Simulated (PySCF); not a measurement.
```xyz
5
charge 0 multiplicity 1, angstrom
Se    0.0000   -0.1840   -0.1302
N     0.0000   -1.4683   -1.0387
F     1.2351    0.2058    1.0190
F    -1.2351    0.2058    1.0190
F     0.0000    1.4412   -0.7274
```

All numbers come from PBE0 in PySCF with Se def2-SVP, N def2-SVP, F def2-SVP; no relativity; density-fitted integrals.

This geometry of SeNF3 is a stationary point at this level.

Q: What is the point group?

A: C3v.

Q: Is it a minimum?

A: Yes: all harmonic wavenumbers are real.

Q: List the harmonic modes with their infrared intensities.

A: 
```tsv
symmetry	ω (cm⁻¹)	IR (km/mol, summed over degenerate members)
e	236	12.2
e	281	21.5
a1	361	26.0
e	674	219
a1	690	86.8
a1	1190	24.2
```

Q: What are the dipole moment and the gap between the highest occupied and lowest empty levels?

A: 0.59 D and 5.99 eV.

Q: Give the atomic charges and bond orders.

A: 
| atom | Mulliken | Löwdin | polar tensor | Mayer order to Se1 |
| --- | --- | --- | --- | --- |
| Se1 | 1.28 | 1.05 | 1.99 | – |
| N2 | -0.35 | -0.39 | -0.31 | 2.42 |
| F3,4,5 | -0.31 | -0.22 | -0.56 | 0.86 |

In C3v the vibrations span 3e + 3a1.

This need not be the most stable arrangement of these atoms.
